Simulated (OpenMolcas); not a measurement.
Pr4+ with 6 ligands (fluoride) in trigonal antiprismatic coordination (D3d), a polar angle of 56.4° against the regular 54.74°. A charge of +0.333 e stands 2.8 Å behind each ligand. Ligand basis ANO-RCC-VDZP.

* Program: OpenMolcas
* Method: CASSCF
* Basis: ANO-RCC-VDZP [7s6p4d2f1g]
* Scalar Hamiltonian: DKH2, point nucleus
* Active space: 1 electron in 7 orbitals (4f)
* State averaging: 2S+1 = 2 odd, 7 roots
* Spin-orbit coupling: RASSI with atomic mean-field integrals over the reference wave functions

All ligands move together. At R = 2.08 Å the width of the lowest J multiplet is 1687 cm-1, and at R = 2.16 Å it is 1407 cm-1.

Q: A third run gives 1090 cm-1. What distance was it run at?

A: With a power law R^-n the two known points give n = -ln(1407 / 1687) / ln(2.16 / 2.08) = 4.81. Then R = 2.08 × (1687 / 1090)^(1/4.81) = 2.278 Å. The run was at 2.28 Å, so the estimate is off by -0.002 Å.

No measured value stands beside these numbers; the geometry was imposed, not optimised, and the real ion may take another.
